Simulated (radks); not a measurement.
Results of a calculation; reference values are marked as such.
Initial-state core-level shifts of neutral platinum when its valence configuration changes from [Xe] 4f14 5d9 6s1. Code: a radial shooting solver on a logarithmic mesh with Libxc functionals. Model: scalar-relativistic Kohn-Sham, PBE, spin-polarised, spherical densities, finite nucleus; open shells are filled with parallel spins first (spin-orbit coupling, left out, can overturn this in heavy ions); Fermi nuclear charge, rms radius 5.427 fm. Shifts are changes of the shell-averaged eigenvalues in eV (positive: less bound); the change of the density at the nucleus, which sets a Mossbauer isomer shift, is in e/bohr^3, on a base of 2.116e+06.

| valence | 1s | 3p | 3d | 4p | density at nucleus |
|---|---|---|---|---|---|
| 4f14 5d10 | +2.340 | +2.423 | +2.431 | +2.417 | -121.8 |
| 4f14 5d9 6p1 | -1.994 | -1.964 | -1.960 | -1.973 | -118.2 |
| 4f12 5d9 6s1 6p2 | -33.747 | -39.954 | -39.668 | -34.374 | +327.0 |
| 4f13 5d9 6s1 6p1 | -16.418 | -19.424 | -19.279 | -16.831 | +157.7 |
| 4f13 5d9 6s2 | -14.556 | -17.583 | -17.441 | -14.982 | +277.9 |
| 4f13 5d10 6s1 | -11.515 | -14.452 | -14.299 | -11.873 | +127.8 |
| 4f12 5d8 6s1 6p3 | -38.815 | -45.118 | -44.851 | -39.475 | +364.0 |
| 4f13 5d8 6s1 6p2 | -21.207 | -24.299 | -24.167 | -21.674 | +190.1 |
| 4f14 5d8 6s1 6p1 | -4.554 | -4.622 | -4.630 | -4.615 | +27.9 |
